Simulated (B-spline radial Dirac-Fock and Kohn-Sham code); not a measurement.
Run log: Sr⁶⁺

ΔSCF core binding energies without Breit or QED terms, calculated with a radial B-spline solver. Keys: rel is the Hamiltonian (dirac, or spin-free x2c and nr, where L3 and M5 stand for the whole 2p and 3d shells), method is hf or an exchange,correlation pair (spin-unpolarised, also for the hole states), nuc the nuclear model, radius_factor scales its radius, rmax is the box in bohr, h the logarithmic mesh step, order the B-spline order, points the quadrature points per cell, c_factor scales the speed of light, and damp, ndamp, maxit and tol steer the iteration. The run stops when the commutator error falls below 10·tol·max(1, Z/10), or the numerical noise floor, and the energy has settled to about 1e-8 Ha; the virial ratio is −V/T.

Input (task.json):

```json
{"items": [{"Z": 38, "q": 6, "cfg": [[1, 0, 2], [2, 0, 2], [2, 1, 6], [3, 0, 2], [3, 1, 6], [3, 2, 10], [4, 0, 2], [4, 1, 2]], "A": 88, "rrms": 4.224, "do": "settings", "holes": ["K", "L3", "M5"],
  "settings": [{"rel": "dirac", "method": "hf", "nuc": "fermi", "radius_factor": 1.0, "rmax": 45.0, "h": 0.3, "order": 8, "points": 10, "c_factor": 0.1986, "maxit": 83, "damp": 0.5, "ndamp": 3, "tol": 1e-08}]}]}
```

Command: `python xray2_run.py task.json out`

Ground-state iterations:

```
iter   energy (Ha)        error
   1    -4175.95072693  1.11e+01
   2    -4198.07056713  1.14e+00
   3    -4201.63670903  4.38e-01
   4    -4201.80025485  1.89e-01
   5    -4201.81351404  2.78e-02
   6    -4201.81525443  7.08e-03
   7    -4201.81555932  5.84e-04
   8    -4201.81556089  2.94e-05
   9    -4201.81556089  5.00e-06
  10    -4201.81556089  1.12e-07
```

The ground state converged in 10 iterations, with total energy -4201.81556 Ha, virial ratio 1.18532 and highest orbital energy -104.74 eV. ΔSCF binding energies: K (1s) 7806.6 eV, L3 (2p3/2) 2045.5 eV, M5 (3d5/2) 194.9 eV.

Q: One setting is unsound. Which, and why?

A: c_factor makes c so small that Zα exceeds 1, so any numbers that come out have no meaning. With the default settings (Dirac Hartree-Fock): The ground state converged in 9 iterations, with total energy -3168.11185 Ha, virial ratio 1.97042 and highest orbital energy -102.57 eV. ΔSCF binding energies: K (1s) 16246.7 eV, L3 (2p3/2) 2044.2 eV, M5 (3d5/2) 230.6 eV.
